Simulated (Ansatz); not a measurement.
Stepwise reaction of `[NH2][GeH]([NH2])[NH2]` with hydrogen, as a gas-phase model of exchange steps in deposition or etching. ΔE in kJ/mol; ΔG adds harmonic PBE0-D4 terms to CCSD(T)/CBS, at 1 bar.

Gas-phase electronic energies from Ansatz, PBE0-D4/def2-TZVP geometries. CCSD(T)/CBS adds triple-zeta CCSD(T) − MP2 to the extrapolated MP2 energy (def2 sets, frozen cores). This one scheme is used for every species. Functionals use def2-TZVPP. B3LYP here is the variant with VWN-RPA as its local correlation; programs differ in this. For Ge outer-core shells are correlated without core-valence functions, which leaves a few kJ/mol of doubt a bond. Scalar relativity is left out up to krypton. Each species was taken in one conformer, which may not be the lowest.

```csv
step,reaction,PBE-D4,B3LYP-D4,ωB97M-V,CCSD(T)/CBS,ΔG(500 K)
2,`[NH2][GeH2][NH2]` + H₂ → `[NH2][GeH3]` + NH₃,-9.2,-8.6,-8.3,-5.4,-9.6
3,`[NH2][GeH3]` + H₂ → GeH₄ + NH₃,-27.5,-27.2,-27.0,-24.8,-13.8
```

Problem. Give the row of step 1, `[NH2][GeH]([NH2])[NH2]` + H₂ → `[NH2][GeH2][NH2]` + NH₃. (Best estimate.)

Solution. Computed: 
```tsv
step	reaction	PBE-D4	B3LYP-D4	ωB97M-V	CCSD(T)/CBS	ΔG(500 K)
1	`[NH2][GeH]([NH2])[NH2]` + H₂ → `[NH2][GeH2][NH2]` + NH₃	-2.7	-1.6	-0.5	1.8	6.0
```

Problem. By hand: ΔE of the 3 steps together at CCSD(T)/CBS.

Solution. (1.8) + (-5.4) + (-24.8) = -28.4 kJ/mol, or -9.5 kJ/mol a step.

In ΔE each step is lower than the one before. ΔG lies between -13.8 and 6.0 kJ/mol a step. PBE-D4 differs from CCSD(T)/CBS by -4.5 to -2.7 kJ/mol a step. Isolated molecules leave out the surface, adducts and barriers. Largest T1 diagnostic: 0.012.
